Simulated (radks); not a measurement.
Sc IV, 18 electrons, occupied as [Ar]. All-electron calculation, scalar-relativistic Kohn-Sham, PBEsol, spin-polarised, spherical densities, finite nucleus; Fermi nuclear charge, rms radius 3.5459 fm. Program: a radial shooting solver on a logarithmic mesh with Libxc functionals. Some entries of the table are withheld. Estimate them.

orbital  occ.  eigenvalue (eV)  <r^2> (bohr^2)
1s          2        -4424.104             (1)
2s          2              (2)          0.1399
2p          6        -421.0720          0.1171
3s          2         -86.2561           1.282
3p          6              (3)           1.490

Answer. 
(1) 1s <r^2> (bohr^2): 0.007188
(2) 2s eigenvalue (eV): -506.8421
(3) 3p eigenvalue (eV): -64.5112
